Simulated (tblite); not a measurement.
Compound: C₆H₉GaS.
Atom-mapped SMILES: `[CH3:1][c:2]1[cH:3][s:4][c:5]([CH2:6][GaH2:7])[cH:8]1` (hydrogens: H9, H10, H11 on C1; H12 on C3; H13, H14 on C6; H15, H16 on Ga7; H17 on C8)

Computed with GFN2-xTB (tblite), gas phase: L-BFGS steps from a force-field or distance-geometry start until the largest atomic force falls under 0.01 eV/Å.

Step 27: E = -593.9466 eV
```
atom  x, y, z in Å  |  force x, y, z in eV/Å
C1      2.7664    0.6062    0.7142   -0.044  -0.019  -0.046
C2      1.5165    0.0933    0.0703   -0.018   0.021  -0.011
C3      1.3525   -0.0747   -1.2673   -0.006   0.019   0.011
S4     -0.2206   -0.6682   -1.6678    0.065   0.037  -0.011
C5     -0.6749   -0.7058    0.0093   -0.005   0.016  -0.010
C6     -2.0537   -1.1144    0.3835   -0.002  -0.022   0.019
Ga7    -3.1235    0.6279    0.2624    0.020   0.007  -0.008
C8      0.3433   -0.2564    0.7951    0.010  -0.047  -0.002
H9      2.7809    0.3384    1.7693    0.029   0.039  -0.065
H10     2.8165    1.6928    0.6248   -0.018  -0.042   0.056
H11     3.6470    0.1926    0.2255   -0.021  -0.003   0.029
H12     2.0588    0.1078   -2.0541   -0.031  -0.018   0.028
H13    -2.0559   -1.5510    1.3879    0.009   0.012   0.028
H14    -2.4435   -1.8572   -0.3233    0.026  -0.001   0.007
H15    -4.2200    0.9461   -0.8366    0.016   0.000   0.026
H16    -2.7803    1.8397    1.2198    0.013   0.004  -0.033
H17     0.2835   -0.2052    1.8702   -0.043  -0.005  -0.017
```

Step 28: E = -593.9475 eV
```
atom  x, y, z in Å  |  force x, y, z in eV/Å
C1      2.7659    0.6056    0.7140   -0.026  -0.006  -0.030
C2      1.5149    0.0944    0.0711    0.016   0.005  -0.007
C3      1.3522   -0.0738   -1.2667   -0.007   0.028   0.011
S4     -0.2204   -0.6659   -1.6683    0.041   0.029  -0.011
C5     -0.6754   -0.7049    0.0086    0.000  -0.001  -0.028
C6     -2.0520   -1.1162    0.3833   -0.049  -0.012   0.020
Ga7    -3.1234    0.6278    0.2556    0.024  -0.020  -0.004
C8      0.3423   -0.2577    0.7955    0.020  -0.026  -0.011
H9      2.7843    0.3380    1.7692    0.013   0.029  -0.068
H10     2.8140    1.6928    0.6278   -0.008  -0.047   0.045
H11     3.6473    0.1928    0.2247   -0.044   0.011   0.027
H12     2.0569    0.1095   -2.0546   -0.022  -0.015   0.035
H13    -2.0550   -1.5470    1.3900    0.013   0.021   0.041
H14    -2.4393   -1.8658   -0.3168    0.022  -0.001  -0.014
H15    -4.2259    0.9554   -0.8353    0.022  -0.008   0.025
H16    -2.7734    1.8344    1.2152    0.017   0.017  -0.026
H17     0.2799   -0.2074    1.8700   -0.033  -0.003  -0.002
```

Step 29: E = -593.9482 eV
```
atom  x, y, z in Å  |  force x, y, z in eV/Å
C1      2.7650    0.6050    0.7133   -0.004   0.006  -0.007
C2      1.5136    0.0953    0.0716    0.029  -0.013   0.001
C3      1.3517   -0.0725   -1.2660   -0.008   0.031   0.007
S4     -0.2195   -0.6636   -1.6691    0.001   0.015  -0.012
C5     -0.6759   -0.7041    0.0077    0.000  -0.015  -0.033
C6     -2.0512   -1.1178    0.3836   -0.060  -0.001   0.014
Ga7    -3.1229    0.6274    0.2501    0.025  -0.036   0.001
C8      0.3418   -0.2593    0.7956    0.013  -0.007  -0.013
H9      2.7874    0.3383    1.7679   -0.004   0.008  -0.043
H10     2.8119    1.6920    0.6310   -0.001  -0.028   0.025
H11     3.6468    0.1930    0.2244   -0.044   0.015   0.009
H12     2.0551    0.1105   -2.0544   -0.002  -0.006   0.027
H13    -2.0539   -1.5435    1.3925    0.015   0.028   0.042
H14    -2.4355   -1.8727   -0.3118    0.014  -0.003  -0.026
H15    -4.2300    0.9627   -0.8337    0.025  -0.015   0.021
H16    -2.7675    1.8305    1.2110    0.022   0.024  -0.021
H17     0.2763   -0.2093    1.8697   -0.022  -0.004   0.006
```

Problem. Estimate the geometry and energy of step 30. (The exact step hangs on the optimiser's Hessian estimate; all steps are aligned on step 29, rigid shifts and turns removed.)

Solution. E = -593.9487 eV, largest force 0.047 eV/Å
```
atom  x, y, z in Å  |  force x, y, z in eV/Å
C1      2.7641    0.6046    0.7126    0.008   0.012   0.010
C2      1.5131    0.0956    0.0720    0.018  -0.024   0.008
C3      1.3514   -0.0711   -1.2654   -0.009   0.027   0.001
S4     -0.2187   -0.6617   -1.6700   -0.029   0.005  -0.009
C5     -0.6763   -0.7038    0.0066   -0.004  -0.020  -0.023
C6     -2.0516   -1.1188    0.3842   -0.038   0.003   0.005
Ga7    -3.1221    0.6265    0.2473    0.023  -0.033   0.006
C8      0.3415   -0.2606    0.7953   -0.003   0.001  -0.010
H9      2.7893    0.3387    1.7664   -0.015  -0.012  -0.006
H10     2.8103    1.6910    0.6335    0.003   0.002   0.008
H11     3.6457    0.1932    0.2244   -0.027   0.012  -0.012
H12     2.0542    0.1111   -2.0537    0.017   0.002   0.014
H13    -2.0525   -1.5413    1.3947    0.013   0.031   0.033
H14    -2.4331   -1.8767   -0.3092    0.006  -0.005  -0.026
H15    -4.2317    0.9668   -0.8322    0.025  -0.020   0.016
H16    -2.7638    1.8291    1.2075    0.025   0.025  -0.019
H17     0.2733   -0.2106    1.8693   -0.012  -0.005   0.004
```

The energy changes by -0.0005 eV. The first-order estimate −F·Δx gives -0.0007 eV and the mean of the old and new forces, exact on a quadratic surface, -0.0005 eV. The step makes an angle of 68° with the force vector and moves no atom by more than 0.005 Å.

What follows is the cost of the whole relaxation. On one thread, Intel Xeon 6975P-C (x86_64) (shared host), this took 0.86 s of wall time.
